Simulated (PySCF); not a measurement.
**PbH⁺ from Hartree–Fock to correlated methods**

State: ¹Σ⁺ (singlet), closed shell. Set-up: PySCF, scalar-relativistic core potentials, basis sets H aug-cc-pVDZ, Pb aug-cc-pVDZ-PP with ECP60. De refers to H + Pb⁺ in their high-spin ground configurations, without counterpoise correction. A positive dipole points towards Pb; it is taken about the centre of mass and depends on that origin.

```json
{"Level": "RHF", "Re (Å)": "1.821", "ωe (cm⁻¹)": "1806", "De (eV)": "n/a", "μ (D)": "0.27"}
{"Level": "RHF-MP2", "Re (Å)": "1.817", "ωe (cm⁻¹)": "1765", "De (eV)": "n/a", "μ (D)": "n/a"}
{"Level": "RHF-SCS-MP2", "Re (Å)": "1.823", "ωe (cm⁻¹)": "1750", "De (eV)": "n/a", "μ (D)": "n/a"}
{"Level": "RHF-CCSD", "Re (Å)": "1.832", "ωe (cm⁻¹)": "1693", "De (eV)": "n/a", "μ (D)": "n/a"}
{"Level": "RHF-CCSD(T)", "Re (Å)": "1.833", "ωe (cm⁻¹)": "1684", "De (eV)": "n/a", "μ (D)": "n/a"}
{"Level": "LDA", "Re (Å)": "1.849", "ωe (cm⁻¹)": "1670", "De (eV)": "n/a", "μ (D)": "0.21"}
{"Level": "PBE", "Re (Å)": "1.860", "ωe (cm⁻¹)": "1651", "De (eV)": "n/a", "μ (D)": "0.41"}
{"Level": "r²SCAN", "Re (Å)": "1.842", "ωe (cm⁻¹)": "1708", "De (eV)": "n/a", "μ (D)": "0.37"}
{"Level": "PBE0", "Re (Å)": "1.839", "ωe (cm⁻¹)": "1720", "De (eV)": "n/a", "μ (D)": "0.35"}
{"Level": "B97-3", "Re (Å)": "1.844", "ωe (cm⁻¹)": "1709", "De (eV)": "n/a", "μ (D)": "0.45"}
{"Level": "BHandHLYP", "Re (Å)": "1.828", "ωe (cm⁻¹)": "1763", "De (eV)": "n/a", "μ (D)": "0.35"}
{"Level": "ωB97X", "Re (Å)": "1.829", "ωe (cm⁻¹)": "1766", "De (eV)": "n/a", "μ (D)": "0.33"}
```

(1) What does the step from GGA to meta-GGA do here, going from PBE to r²SCAN?

(2) What does the gradient correction do here, going from LDA to PBE?

(3) What does second-order correlation do here, going from RHF to RHF-MP2?

Correlated steps freeze 4 core orbitals. These are scalar-relativistic numbers at best; spin–orbit coupling would shift them, the dissociation energy most.

## Answers

(1) r²SCAN less PBE: -1.8 pm in Re, +3.5 % in ωe. 

(2) PBE less LDA: +1.1 pm in Re, -1.1 % in ωe. The gradient correction favours the more uneven density of free atoms, so it tends to lengthen bonds and takes away much of the overbinding of LDA; so it does here.

(3) RHF-MP2 less RHF: -0.4 pm in Re, -2.3 % in ωe. Correlation nearly always deepens the well. The bond shortens, as in weak, metallic or heavy-atom bonds, where dispersion and the correlation of outer-core electrons pull the atoms together.
